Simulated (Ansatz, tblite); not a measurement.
Cost and result up the ladder for GaH2(CN) (CH₂GaN) (5 atoms). The state is a singlet with charge 0. Geometry: PBE-D4/def2-TZVP.

```xyz
5

Ga   -0.625    0.401   -0.017
H    -1.364    0.570    1.347
H    -1.036    0.970   -1.412
C     1.022   -0.655    0.027
N     2.003   -1.286    0.056
```

Ansatz on 4 threads of Arm Neoverse V1 on a shared host; xTB runs through tblite on one thread. Times are rough, summed over both states, and most runs start from the orbitals of an earlier one. PBE0-D4/def2-TZVP serves as the yardstick here, not as an exact answer. The other state is a triplet.

The xTB rows come from tblite.

xTB has no spin-polarisation term.

| level | functions | wall time |
| --- | --- | --- |
| GFN1-xTB | 21 | 0.005 s |
| GFN2-xTB | 19 | 0.005 s |
| PBE-D4/def2-TZVP | 122 | 2.3 s |
| PBE0-D4/def2-TZVP | 122 | 3.5 s |
| r2SCAN-D4/def2-TZVP | 122 | 5.2 s |

(1) Estimate what each level gives for the vertical triplet (eV).

Results:

(1) 
```
              level  vertical triplet (eV)  difference from PBE0-D4/def2-TZVP (eV)
           GFN1-xTB                   5.12                                    0.38
           GFN2-xTB                   4.36                                   -0.39
   PBE-D4/def2-TZVP                   4.36                                   -0.38
  PBE0-D4/def2-TZVP                   4.74                                    0.00
r2SCAN-D4/def2-TZVP                   4.42                                   -0.32
```
